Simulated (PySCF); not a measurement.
## Correlation energy of Bi²⁺ (bismuth, charge +2)

[Xe] 4f14 5d10 6s1 6p1 7s1, high-spin 4P determinant (an excited configuration). All numbers are calculated (PySCF 2.14, a scalar-relativistic core potential, in aug-cc-pwCVTZ-PP with ECP60MDF). Frozen: 5s2 5p6 5d10; 3 electrons correlated.

| level | correlation energy (mhartree) |
| --- | --- |
| CCSD | -11.87 |
| (T) | -0.08 |
| CCSD(T) | -11.95 |

Diagnostics: T1 = 0.017, D1 = 0.0409, largest double amplitude 0.044.

Question: Is a single reference adequate?

Answer: Yes, within this model without spin-orbit coupling: T1 lies below 0.03 and no double amplitude reaches 0.07.
